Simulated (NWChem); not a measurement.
Species: CH7FSi2; SMILES FC[SiH2][SiH3]

```xyz
11

F     -1.0524     1.7773    -0.2402
C      0.1558     1.6470     0.4149
Si     1.0073     0.0350    -0.1495
Si    -0.5279    -1.7273     0.0450
H     -0.0250     1.6299     1.5051
H      0.7808     2.5325     0.2006
H      2.2080    -0.1941     0.7149
H      1.4605     0.1745    -1.5673
H     -1.6781    -1.5096    -0.8816
H     -1.0405    -1.7865     1.4486
H      0.1201    -3.0330    -0.2848
```
Atoms are numbered in this order, from 1.

Computed with NWChem. The geometry was optimised at PBE0/def2-SVP. Hybrids' shares of exact exchange are those that their runs print; pure functionals count as 0. The functionals differ in more than this share.

```csv
row,share of exact exchange,orbital gap (eV)
PBE/def2-SVP,0.00,6.33
TPSSh/def2-SVP,0.10,7.53
B3LYP/def2-SVP,0.20,withheld
PW6B95/def2-SVP,0.28,8.59
```

Question: Fit a straight line of the last column on the one before it, predict the withheld value, and compare with the run.

Answer: 
1. Means of the 3 shown rows: x = 0.127, y = 7.483. Slope Σ(x − x̄)(y − ȳ)/Σ(x − x̄)² = 0.3145/0.04027 = 7.811; intercept 6.494.
2. The shown rows scatter about the line by 0.183 (root mean square); the largest residual is +0.25, at TPSSh/def2-SVP.
3. At x = 0.20 (B3LYP/def2-SVP; inside the shown range) the line gives 8.06.
4. The run gives 8.12, +0.06 from the line, 0.3 times the scatter.
